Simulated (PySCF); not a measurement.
How good is the calculation?

Atoms are numbered as in `[SiH3:1][SiH2:2][SiH:3]([SiH3:4])[SiH3:5]`. Hydrogens are named by the atom that carries them.

Measured values that the calculation should reproduce: δ 29Si Si4/Si5 -94.1; Si1 -99.0; Si2 -106.9; Si3 -131.5 ppm (measured; C. Corminboeuf, T. Heine, J. Weber, Chem. Phys. Lett. 357 (2002) 1).

One computed conformer, non-relativistic Hamiltonian, averaged over atoms made equivalent by symmetry, fast rotation or ring inversion, in vacuum. PBE0/pcSseg-1 with gauge-including orbitals; structure optimised with GFN2-xTB; PySCF.

Question: How close does the calculation come?

Answer: 
Reference values: measured (C. Corminboeuf, T. Heine, J. Weber, Chem. Phys. Lett. 357 (2002) 1).
| atoms | quantity | reference | computed | computed, scaled |
| --- | --- | --- | --- | --- |
| Si4/Si5 | δ 29Si vs TMS | -94.1 | -110.1 | -97.5 |
| Si1 | δ 29Si vs TMS | -99.0 | -115.6 | -102.1 |
| Si2 | δ 29Si vs TMS | -106.9 | -124.9 | -109.7 |
| Si3 | δ 29Si vs TMS | -131.5 | -146.0 | -127.0 |

Computed shifts are σ(ref) − σ with the named reference compound (TMS for H and C) calculated as an isolated molecule at the same level. The measured values may be among those fitted. Shieldings were converted by a linear fit to measured shifts: 29Si: δ = 279.94 − 0.822σ (rms 8.9 ppm, 72 shifts, 25.8 ppm with the 6 outliers that the fit left out vs TMS, solution or neat liquid). Occasional misses reach two or three times the rms, and more in compound classes unlike the fitted ones.

Question: How far are the unscaled 29Si shifts from the references?

Answer: Mean signed difference -16.27 ppm, mean absolute 16.27 ppm over 4 comparisons; the largest is -18.0 ppm at Si2 (silicon bonded to 2 Si, 2 H).
